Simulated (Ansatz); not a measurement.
Bend profile

Si2H5ClO (SMILES [SiH3]O[SiH2]Cl), singlet, at its PBE0-D4/def2-TZVP minimum:

| atom | x (Å) | y (Å) | z (Å) |
| --- | --- | --- | --- |
| Si1 | 0.3970 | 1.4858 | 0.3202 |
| O2 | -0.5195 | 0.1293 | 0.1795 |
| Si3 | -0.5743 | -1.4122 | -0.3124 |
| Cl4 | 1.2590 | -2.3013 | -0.0580 |
| H5 | 0.9264 | 1.8794 | -1.0104 |
| H6 | 1.5257 | 1.2397 | 1.2505 |
| H7 | -0.4754 | 2.5589 | 0.8520 |
| H8 | -1.5533 | -2.1443 | 0.5153 |
| H9 | -0.8971 | -1.4815 | -1.7538 |

The angle Cl4–Si3–O2 (110.1° at the minimum) is set to the values below, Cl4, with anything bonded beyond it, turning rigidly in the plane of the angle. Each method's energies count from its own value at the PBE0-D4 minimum structure. Program: Ansatz 0.2.0. Basis: def2-TZVPP. Cores are frozen in the correlated methods. B3LYP uses VWN-RPA correlation.

| angle (°) | CCSD(T) (kJ/mol) | PBE-D4 (kJ/mol) | r2SCAN-D4 (kJ/mol) |
| --- | --- | --- | --- |
| 80.1 | 135.0 | 127.7 | 132.0 |
| 87.6 | 65.2 | 62.0 | 63.5 |
| 95.1 | 25.8 | 24.8 | 25.0 |
| 102.6 | 6.0 | 5.9 | 5.7 |
| 110.1 | 0.0 | 0.0 | 0.0 |
| 117.6 | 4.9 | 4.3 | 4.9 |
| 125.1 | 19.2 | 17.4 | 19.0 |
| 132.6 | 42.2 | 38.4 | 41.5 |
| 140.1 | 73.5 | 67.1 | 72.1 |

Minimum and curvature along this coordinate at CCSD(T): A fifth-order fit through the nearest points gives 110.3°, with a curvature of about 2 meV/deg².

Largest difference from the CCSD(T) curve over the scan: PBE0-D4 5.8; B3LYP-D4 1.2; wB97M-V 5.9; HF 17.2 kJ/mol. Each curve counts from its own value at the minimum.

The T1 diagnostic stays at or below 0.012.

For scale, one of the runs: CCSD(T)/def2-TZVPP, 227 basis functions (an equivalent command: `ansatz run in.yaml --threads 4`). The run took 22 s on 4 CPU threads (shared host), with 3.7 GiB of host memory at its peak.
